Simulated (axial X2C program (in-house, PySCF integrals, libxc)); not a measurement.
**What spin–orbit coupling does to BBr⁻**

Calculated with an in-house relativistic program for diatomic molecules. Spin-free means the one-electron spin-free X2C Hamiltonian; two-component (2c) means X2C with spin–orbit coupling and atomic mean-field two-electron Coulomb and Gaunt terms, so the difference of the two also holds small scalar two-electron terms. Basis: Br dyall-acv3z [9s10p7d5f1g], B dyall-av3z [8s7p3d2f] (cores contracted in-house); Gaussian nuclei, density fitting, unrestricted open shells. Masses: Br 78.918 u, B 11.009 u.

Spin-free state: M_S = 1/2, Λ = 1 (beyond evenly filled blocks: π+α); fragments Br- + B.

| level | Re (Å) | ωe (cm⁻¹) | De (eV) | μ (D) |
| --- | --- | --- | --- | --- |
| PBE0 | 2.080 | 414.7 | 1.451 | -6.47 |
| MP2 | 2.080 | 410.1 | 1.248 | n/a |
| CCSD | 2.119 | 373.1 | 1.122 | n/a |
| CCSD(T) | 2.111 | 383.1 | 1.216 | n/a |
| TPSS | 2.086 | 397.3 | 1.336 | -6.97 |

Correlated methods: 11 electrons correlated (number of frozen shells: Br 3 s, 2 p, 1 d; B 1 s), 253 virtual spin orbitals or spinors in MP2, 90 natural virtuals in coupled cluster.

Dipoles are positive if B is the positive end and refer to the centre of mass.

**Question.** Within this multiplet, which Ω should lie lowest by the rule for regular and inverted multiplets?

**Answer.** The open π shell holds one electron, so the multiplet is regular: Ω = Λ − 1/2 = 1/2. The PBE0 2c search agrees, though Ω = 3/2 of the search lies only 0.03 eV higher.

Two-component determinant lowest at the distance of the search:

Ω = 1/2 (⟨Sz⟩ = -0.50, ⟨Lz⟩ = 1.00 at HF); fragments Br- + B.

```
  level  Re (Å)  ωe (cm⁻¹)  De (eV)  μ (D)
   PBE0   2.078      416.8    1.465  -6.50
    MP2   2.078      412.4    1.261    n/a
   CCSD   2.117      375.2    1.133    n/a
CCSD(T)   2.110      385.2    1.228    n/a
   TPSS   2.085      399.5    1.351  -6.98
```

**Question.** From the two tables, how do the constants change at the CCSD(T) level (2c against spin-free)?

**Answer.** At the CCSD(T) level Re decreases by 0.001 Å and ωe increases by 2.1 cm⁻¹; De changes by 0.012 eV.

The state is a single determinant with fixed occupations, the lowest that a limited PBE0 search found. De is counted from the lowest determinant-based energies of the atoms at the same level, without counterpoise correction. Density functionals use the spin component along the axis (collinear). CCSD and (T) use frozen natural virtuals with an MP2 correction for the truncation; (T) itself is uncorrected, so its De runs slightly low. In 2c an atomic determinant is not the ground J level, so De misses part of the atomic spin–orbit lowering. This holds for PBE0, TPSS. The functionals have no current-density term, which raises determinants with orbital currents, atoms included. The highest occupied level of some functionals is positive through self-interaction error; at Hartree–Fock it is bound.
